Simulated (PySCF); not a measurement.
H2AlFO2, singlet, at a GFN2-xTB geometry (such geometries of metal compounds can be far from the true shape), atoms displaced at random by about 0.08 Å a coordinate; PBE0/def2-SVP, gradient in PySCF.

PySCF was given this input:
```python
from pyscf import gto, scf, dft

mol = gto.M(
    atom='''
Al    0.071737    0.005203   -0.073182
F    -1.330977   -1.144558   -0.088896
O    -0.229088    1.306358   -0.785069
H     0.369446    2.128019   -1.041674
O     1.362415   -0.375254    0.992037
H     1.666548   -1.230870    1.435561
''',
    basis='def2-svp',
    charge=0,
    spin=0,
    verbose=4,
)

mf = dft.RKS(mol)
mf.xc = 'pbe0'
mf.grids.level = 5
mf.kernel()
g = mf.nuc_grad_method()
g.grid_response = True
grad = g.kernel()
```

Question: What does PySCF print? Leave out banner, timings and long lists.

Answer: 
```
PySCF version 2.14.0

[INPUT] verbose = 4
[INPUT] num. atoms = 6
[INPUT] num. electrons = 40
[INPUT] charge = 0
[INPUT] spin (= nelec alpha-beta = 2S) = 0
[INPUT] symmetry False subgroup None
[INPUT] Mole.unit = angstrom
[INPUT] Symbol           X                Y                Z      unit          X                Y                Z       unit  Magmom
[INPUT]  1 Al     0.071737000000   0.005203000000  -0.073182000000 AA    0.135563282998   0.009832245026  -0.138293937248 Bohr   0.0
[INPUT]  2 F     -1.330977000000  -1.144558000000  -0.088896000000 AA   -2.515182008095  -2.162901153680  -0.167989093569 Bohr   0.0
[INPUT]  3 O     -0.229088000000   1.306358000000  -0.785069000000 AA   -0.432913578424   2.468658840635  -1.483565398886 Bohr   0.0
[INPUT]  4 H      0.369446000000   2.128019000000  -1.041674000000 AA    0.698151757816   4.021373097871  -1.968478571080 Bohr   0.0
[INPUT]  5 O      1.362415000000  -0.375254000000   0.992037000000 AA    2.574591217999  -0.709127287148   1.874678235435 Bohr   0.0
[INPUT]  6 H      1.666548000000  -1.230870000000   1.435561000000 AA    3.149319293442  -2.326007194943   2.712817125107 Bohr   0.0

nuclear repulsion = 159.605574842307
number of shells = 32
number of NR pGTOs = 122
number of NR cGTOs = 70
basis = def2-svp
ecp = {}

******** <class 'pyscf.dft.rks.RKS'> ********
method = RKS
initial guess = minao
damping factor = 0
level_shift factor = 0
DIIS = <class 'pyscf.scf.diis.CDIIS'>
diis_start_cycle = 1
diis_space = 8
diis_damp = 0
SCF conv_tol = 1e-09
SCF conv_tol_grad = None
SCF max_cycles = 50
direct_scf = True
direct_scf_tol = 1e-13
XC library pyscf.dft.libxc version 7.1.2
    S. Lehtola, C. Steigemann, M. J. T. Oliveira, and M. A. L. Marques,  SoftwareX 7, 1–5 (2018)
XC functionals = pbe0
    C. Adamo and V. Barone,  J. Chem. Phys. 110, 6158 (1999)
    M. Ernzerhof and G. E. Scuseria,  J. Chem. Phys. 110, 5029 (1999)
radial grids:
    Treutler-Ahlrichs [JCP 102, 346 (1995); DOI:10.1063/1.469408] (M4) radial grids

becke partition: Becke, JCP 88, 2547 (1988); DOI:10.1063/1.454033
pruning grids: <function nwchem_prune>
grids dens level: 5
symmetrized grids: False
atomic radii adjust function: <function treutler_atomic_radii_adjust>
small_rho_cutoff = 0
Set gradient conv threshold to 3.16228e-05
Initial guess from minao.
tot grids = 219968
init E= -493.443006427727
  HOMO = -0.45652800849758  LUMO = -0.10842163389968  gap/eV = 9.47246
cycle= 1 E= -493.151003219021  delta_E= 0.292  |g|= 1.19  |ddm|= 2.51
  HOMO = -0.160694750652602  LUMO = 0.00922664511268012  gap/eV = 4.62380
cycle= 2 E= -492.803622250273  delta_E= 0.347  |g|= 1.81  |ddm|= 1.87
  HOMO = -0.334116958879558  LUMO = -0.0275243830050749  gap/eV = 8.34281
cycle= 3 E= -493.413229315411  delta_E= -0.61  |g|= 0.0577  |ddm|= 1.18
  HOMO = -0.325265242674572  LUMO = -0.0286063787063862  gap/eV = 8.07250
cycle= 4 E= -493.41382458712  delta_E= -0.000595  |g|= 0.0295  |ddm|= 0.0748
  HOMO = -0.328607852462121  LUMO = -0.0275369096529272  gap/eV = 8.19256
cycle= 5 E= -493.413966378023  delta_E= -0.000142  |g|= 0.0123  |ddm|= 0.0254
  HOMO = -0.32716178915524  LUMO = -0.0272045293889986  gap/eV = 8.16225
cycle= 6 E= -493.413994623517  delta_E= -2.82e-05  |g|= 0.00101  |ddm|= 0.0084
  HOMO = -0.327380003261908  LUMO = -0.027261009712201  gap/eV = 8.16665
cycle= 7 E= -493.413994785823  delta_E= -1.62e-07  |g|= 0.000436  |ddm|= 0.000942
  HOMO = -0.327353521485038  LUMO = -0.0272514964010657  gap/eV = 8.16619
cycle= 8 E= -493.413994812071  delta_E= -2.62e-08  |g|= 0.000203  |ddm|= 0.000398
  HOMO = -0.327365690640534  LUMO = -0.0272510734424469  gap/eV = 8.16653
cycle= 9 E= -493.413994819363  delta_E= -7.29e-09  |g|= 9.17e-06  |ddm|= 0.000136
  HOMO = -0.327366295388389  LUMO = -0.0272524702371806  gap/eV = 8.16651
cycle= 10 E= -493.413994819392  delta_E= -2.9e-11  |g|= 1.16e-06  |ddm|= 1.29e-05
  HOMO = -0.327366016197824  LUMO = -0.0272523319558884  gap/eV = 8.16651
Extra cycle  E= -493.413994819394  delta_E= -1.71e-12  |g|= 9.92e-07  |ddm|= 1.89e-06
converged SCF energy = -493.413994819394

******** <class 'pyscf.grad.rks.Gradients'> for <class 'pyscf.dft.rks.RKS'> ********
unit = Eh/Bohr
grid_response = True
--------------- RKS gradients ---------------
         x                y                z
0 Al     0.0181462711     0.1809490764    -0.0940415445
1 F    -0.0495229537    -0.0356408442     0.0013180385
2 O    -0.0253660146    -0.1940804272     0.0937534140
3 H     0.0463457297     0.0573322317    -0.0178190670
4 O    -0.0087077687     0.0321426153    -0.0068570303
5 H     0.0191047362    -0.0407026520     0.0236461893
----------------------------------------------
```
